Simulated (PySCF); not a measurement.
## Nuclear quadrupole coupling in `N#C/C(F)=C(/[O-])F`

C₃F₂NO (charge -1).
SMILES with atom numbers: `[N:1]#[C:2]/[C:3]([F:4])=[C:5](/[O-:6])[F:7]`

Field gradients from the PBE0/pcSseg-1 density (PySCF, non-relativistic), principal values in atomic units, ordered |Vxx| ≤ |Vyy| ≤ |Vzz|:

| atom | Vxx | Vyy | Vzz |
| --- | --- | --- | --- |
| N1 | -0.0223 | -0.7634 | 0.7857 |
| O6 | 0.2018 | 0.8730 | -1.0749 |

Q: Find the asymmetry η = (Vxx − Vyy)/Vzz and the couplings χ = eQV/h (234.96 MHz × Q in barn × V in au), with Q(14N) = 0.02044 b, Q(17O) = −0.0256 b.

A: 
```tsv
atom	environment	nucleus	η	χzz (MHz)	χxx (MHz)	χyy (MHz)
N1	nitrile nitrogen	14N	0.94	3.773	-0.107	-3.666
O6	enolate oxygen	17O	0.62	6.47	-1.21	-5.25
```

At N1 η is above 0.9: Vyy and Vzz are nearly equal in size and opposite in sign, so a small change could swap them and flip the sign of χzz. The tensor is traceless: Vxx + Vyy + Vzz = 0.

Q: What is Vzz at O6 in SI units (1 au = 9.71736 × 10²¹ V/m²)?

A: -1.0749 au = -10.445 × 10²¹ V/m².

Isolated species at its GFN2-xTB geometry, gas phase. The pcSseg-1 basis has no diffuse functions, a weakness for an anion. GFN2-xTB bond lengths can be off by several hundredths of an ångström, more for odd bonds, and the gradients follow them. The small basis limits the accuracy of the gradients.
